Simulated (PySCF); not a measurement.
A structure optimised at ωB97X-D3(BJ)/def2-SVP, used in a PySCF frequency run:

```
Al
O 1 1.7064
H 2 0.9596 1 126.98
H 1 1.5861 2 119.99 3 -0.31
As 1 2.3997 4 124.02 2 -177.13
H 5 1.5193 1 91.25 4 -137.51
H 5 1.5214 6 93.64 1 -91.38
```

Problem. Write its SMILES and formula.

Solution. [OH][AlH][AsH2], AlAsH4O

Problem. What are its rotational constants (standard atomic weights)?

Solution. 19.174, 2.1396, 1.9565 GHz
